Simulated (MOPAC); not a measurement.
A run for MOPAC: PM7 on HCl (SMILES Cl).

```
PM7 1SCF PRECISE CHARGE=0 THREADS=1
ClH

Cl    -0.41272735 1    -0.34685482 1    -0.48214466 1
H     -0.29103565 1    -0.24310584 1     0.79109653 1
```

It printed:

```
*******************************************************************************
 **                                                                           **
 **                              MOPAC v23.2.5                                **
 **                                                                           **
 *******************************************************************************
 ** MOPAC's Digital Object Identifier: https://doi.org/10.5281/zenodo.6511958 **
 **                                                                           **
 ** Please cite the open-source release paper for use of this MOPAC version:  **
 ** J. E. Moussa and J. J. P. Stewart (2026)                                  **
 ** MOPAC: An open-source semiempirical molecular orbital program             **
 ** J. Open Source Softw., 11(119), 8025, https://doi.org/10.21105/joss.08025 **
 *******************************************************************************

                              PM7 CALCULATION RESULTS

 *******************************************************************************
 *  PM7        - The PM7 Hamiltonian to be used
 *
 *
 *
 *                 CHARGE ON SYSTEM = 0
 *
 *
 *
 *  PRECISE    - TIGHTER CRITERIA TO BE USED
 *  1SCF       - DO 1 SCF AND THEN STOP
 *  THREADS=1  - MULTI-THREADING NOT USED
 *  T=         - A TIME OF 172800.0 SECONDS REQUESTED
 *  DUMP=N     - RESTART FILE WRITTEN EVERY 7200.0 SECONDS REQUESTED
 *******************************************************************************
PM7 1SCF PRECISE CHARGE=0 THREADS=1
 ClH

   ATOM   CHEMICAL          X               Y               Z
  NUMBER   SYMBOL      (ANGSTROMS)     (ANGSTROMS)     (ANGSTROMS)

     1      Cl         -0.41272735  *  -0.34685482  *  -0.48214466  *
     2       H         -0.29103565  *  -0.24310584  *   0.79109653  *



          CARTESIAN COORDINATES

    NO.       ATOM           X           Y           Z

     1        Cl         -0.4127     -0.3469     -0.4821
     2         H         -0.2910     -0.2431      0.7911

 General Reference for PM7:
 "Optimization of Parameters for Semiempirical Methods VI: More Modifications to the
 NDDO Approximations and Re-optimization of Parameters", J. J. P. Stewart, J. Mol. Mod., 1:32, 19 (2013)
 https://link.springer.com/article/10.1007/s00894-012-1667-x

           Empirical Formula: H Cl  =     2 atoms



      MOLECULAR POINT GROUP   :   C*v


      RHF CALCULATION, NO. OF DOUBLY OCCUPIED LEVELS = 4


 -------------------------------------------------------------------------------
 PM7 1SCF PRECISE CHARGE=0 THREADS=1
 ClH



     1SCF WAS SPECIFIED, SO BFGS WAS NOT USED
     SCF FIELD WAS ACHIEVED


                              PM7 CALCULATION
                                                       MOPAC v23.2.5 Linux




          FINAL HEAT OF FORMATION =        -20.44872 KCAL/MOL =     -85.55746 KJ/MOL


          COSMO AREA              =         54.58 SQUARE ANGSTROMS
          COSMO VOLUME            =         37.61 CUBIC ANGSTROMS

          IONIZATION POTENTIAL    =         11.720586 EV
          HOMO LUMO ENERGIES (EV) =        -11.721  2.012
          NO. OF FILLED LEVELS    =          4
          MOLECULAR WEIGHT        =         36.4609         POINT GROUP:  C*v

          MOLECULAR DIMENSIONS (Angstroms)

            Atom       Atom       Distance
            H     2   Cl     1     1.28324
            H     2   Cl     1     0.00000
           Cl     1    H     2     0.00000


          SCF CALCULATIONS        =          1





   ATOM   CHEMICAL          X               Y               Z
  NUMBER   SYMBOL      (ANGSTROMS)     (ANGSTROMS)     (ANGSTROMS)

     1      Cl         -0.41272735  *  -0.34685482  *  -0.48214466  *
     2       H         -0.29103565  *  -0.24310584  *   0.79109653  *

                             CARTESIAN COORDINATES

   1   Cl       -0.412727350    -0.346854820    -0.482144660
   2    H       -0.291035650    -0.243105840     0.791096530


           Empirical Formula: H Cl  =     2 atoms



      MOLECULAR POINT GROUP   :   C*v


                  EIGENVALUES
 -26.34904 -15.31952 -11.72059 -11.72059   2.01156  69.46018  69.70348  69.70348
  70.56904  70.56904


              NET ATOMIC CHARGES AND DIPOLE CONTRIBUTIONS

  ATOM NO.   TYPE          CHARGE      No. of ELECS.   s-Pop       p-Pop       d-Pop
    1         Cl          -0.222219        7.2222     1.98029     5.24087     0.00106
    2          H           0.222219        0.7778     0.77778
 DIPOLE           X         Y         Z       TOTAL
 POINT-CHG.     0.130     0.111     1.359     1.370
 HYBRID         0.038     0.033     0.399     0.402
 SUM            0.168     0.143     1.758     1.772


          ATOMIC ORBITAL ELECTRON POPULATIONS

     Atom    s        px        py        pz      x^2-y^2     xz        z^2       yz        xy
    1 Cl   1.98029   1.99312   1.99498   1.25277   0.00000   0.00008   0.00091   0.00007   0.00000
    2  H   0.77778

 **********************
 *                    *
 * JOB ENDED NORMALLY *
 *                    *
 **********************




 == MOPAC DONE ==
```

The run finished.

Cost: roughly 0.020 core-seconds.
